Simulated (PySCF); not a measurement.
Electric field gradients and quadrupole coupling constants

Compound: C7H12ClFO.
Numbering: `[CH2:1]=[C:2]([CH2:3][O:4][CH3:5])[C@@:6]([F:7])([Cl:8])[CH2:9][CH3:10]` (hydrogens: H11, H12 on C1; H13, H14 on C3; H15, H16, H17 on C5; H18, H19 on C9; H20, H21, H22 on C10)

Structure used (GFN2-xTB), in Å, numbered top down from 1:
```xyz
22
C7H12ClFO angstrom
C     -0.0314   -0.0100   -2.5989
C     -0.0453    0.3118   -1.3147
C     -1.3234    0.6143   -0.5784
O     -1.6862   -0.5060    0.2046
C     -2.8973   -0.3217    0.8903
C      1.2247    0.3958   -0.5095
F      2.2994    0.0749   -1.2936
Cl     1.4647    2.1308   -0.0553
C      1.2384   -0.4770    0.7394
C      2.5786   -0.4362    1.4640
H     -0.9420   -0.0664   -3.1691
H      0.8832   -0.2310   -3.1208
H     -1.1928    1.4973    0.0671
H     -2.1179    0.8344   -1.3062
H     -3.7335   -0.1872    0.1932
H     -3.0561   -1.2219    1.4801
H     -2.8513    0.5498    1.5554
H      0.4360   -0.1526    1.3993
H      1.0146   -1.4955    0.4139
H      2.5434   -1.0796    2.3390
H      2.8085    0.5765    1.7856
H      3.3752   -0.7814    0.8096
```

Field gradients from the PBE0/pcSseg-1 density (PySCF, non-relativistic), principal values in atomic units, ordered |Vxx| ≤ |Vyy| ≤ |Vzz|:

```json
{"atom": "O4", "Vxx": "0.0474", "Vyy": "2.0247", "Vzz": "-2.0720"}
{"atom": "Cl8", "Vxx": "-1.7825", "Vyy": "-1.9522", "Vzz": "3.7348"}
```

Find the asymmetry η = (Vxx − Vyy)/Vzz and the couplings χ = eQV/h (234.96 MHz × Q in barn × V in au), with Q(17O) = −0.0256 b, Q(35Cl) = −0.0817 b.

```
atom                       environment  nucleus     η  χzz (MHz)  χxx (MHz)  χyy (MHz)
  O4                      ether oxygen      17O  0.95      12.46      -0.28     -12.18
 Cl8  chlorine on a fluorinated carbon     35Cl  0.05     -71.69      34.22      37.48
```

At O4 η is above 0.9: Vyy and Vzz are nearly equal in size and opposite in sign, so a small change could swap them and flip the sign of χzz. 

What is Vzz at Cl8 in SI units (1 au = 9.71736 × 10²¹ V/m²)?

3.7348 au = 36.292 × 10²¹ V/m².

What couplings would deuterons (Q(2H) = 0.00286 b) have in place of the hydrogens, at this geometry?

```csv
atom,bonded to,bond length (Å),Vzz (au),η,χzz (kHz)
H11,C1,1.076,0.3369,0.04,226
H12,C1,1.076,0.3331,0.03,224
H13,C3,1.102,0.2744,0.05,184
H14,C3,1.100,0.2819,0.06,189
H15,C5,1.097,0.2903,0.08,195
H16,C5,1.088,0.3075,0.06,207
H17,C5,1.097,0.2890,0.08,194
H18,C9,1.088,0.3045,0.07,205
H19,C9,1.092,0.2993,0.05,201
H20,C10,1.087,0.3177,0.02,214
H21,C10,1.087,0.3115,0.03,209
H22,C10,1.087,0.3129,0.02,210
```

Isolated species at its GFN2-xTB geometry (one conformer only). GFN2-xTB bond lengths can be off by several hundredths of an ångström, more for odd bonds, and the gradients follow them. With so small a basis the couplings can be 20 % off.
